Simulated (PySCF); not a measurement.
C₆ coefficients of unlike pairs at PBE

Calculated with PySCF 2.14 from the dipole response of each species, C₆(A,B) = (3/π) ∫ α_A(iu) α_B(iu) du, in atomic units, from isotropic polarisabilities. For ions this is the dispersion term alone; charge-induced terms of lower order in 1/R come first.

```csv
species,configuration,basis,relativity,α (bohr³),C₆ (like pair)
V(2+),[Ar] 3d3 (4F),dyall-av2z (16s12p7d2f),none,4.817,14.42
Tc+,[Kr] 4d5 5s1 (7S),"aug-cc-pVTZ-PP with one added diffuse shell each of s, p, d, f, g type with ECP28MDF (7s7p6d4f3g)",core potential,33.68,251.1
Cl+,[Ne] 3s2 3p4 (3P),"aug-cc-pV(Q+d)Z with one added diffuse shell each of s, p, d, f, g type (8s7p6d4f3g)",none,8.828,41.87
Tc,[Kr] 4d5 5s2 (6S),def2-QZVPPD with the def2 core potential (28 electrons) (7s5p4d4f2g),core potential,84.72,962.3
```

Estimate C₆ for Tc with Cl+.

The integral gives 173.3. The combination rule 2 C_A C_B / (C_A α_B/α_A + C_B α_A/α_B) gives 160.5 and the geometric mean 200.7.

No spin-orbit coupling is included.

The other pairs:

```csv
pair,C₆
"Tc, Tc+",479.9
"Tc+, V(2+)",54.98
"Cl+, Tc+",97.38
"Cl+, V(2+)",24.09
"Tc, V(2+)",96.11
```
